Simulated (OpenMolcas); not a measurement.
Ca+: effect of the active space

| Item | Value |
| --- | --- |
| Program | OpenMolcas |
| Method | SS-CASPT2, IPEA 0.25 Eh, imaginary shift 0.1 Eh |
| Basis | ANO-RCC-VDZP |
| Scalar Hamiltonian | DKH2, point nucleus |
| Spin-orbit coupling | RASSI with atomic mean-field integrals over the reference wave functions, term energies averaged over their components |

A. 1 electron in 4 orbitals (4s 4p); 2S+1 = 2 even, 1 root; 2S+1 = 2 odd, 3 roots; closed shells correlated: 3s 3p; CASPT2 step about 0.7 core-seconds
B. 1 electron in 8 orbitals (4s 4p 5s 5p); 2S+1 = 2 even, 1 root; 2S+1 = 2 odd, 3 roots; closed shells correlated: 3s 3p; CASPT2 step of the order of 1 core-seconds

Energies in cm-1 above 4s 2S 1/2, the measured ground level; measured values from NIST Handbook of Basic Atomic Spectroscopic Data.

```
     Level      A      B  Measured
 4s 2S 1/2    0.0    0.0       0.0
4p 2P* 1/2  25679  25697     25192
4p 2P* 3/2  25828  25846     25414
```

Deviations, from unrounded energies. A percentage is the sum of absolute deviations over the sum of measured energies, with the sign that they share, or ± where signs differ.

```
           Against measurement  Levels     A     B
mean absolute deviation (cm-1)       2   450   470
      other configurations (%)       2  +1.8  +1.9
```

A, B lie about equally close to measurement. The largest miss of A in the table is 4p 2P* 1/2, by +490 cm-1. The ranking rests on the paired levels alone, and a cruder setting can come out closer through cancelling errors.

Between A and B the level of the table that moves most is 4p 2P* 1/2, by 18 cm-1 (lowest in A, highest in B).

ANO sets are built for ground and valence states and can reach diffuse excited orbitals poorly. With one active electron, CASPT2 adds the correlation within the correlated inactive shells and between them and that electron, and leaves the splitting within a term as the reference gives it. With one active electron outside closed inactive shells, the extra shells (5p 5s) add no correlation to the reference (holds for B). Measured partners are found by configuration, term and J. A level has none where our copy of the source lacks it or the pairing is in doubt (some pairs that miss far off the trend of their configuration count as doubtful), and it then counts in no deviation. Levels of configurations outside the active space are missing.

* marks odd parity.
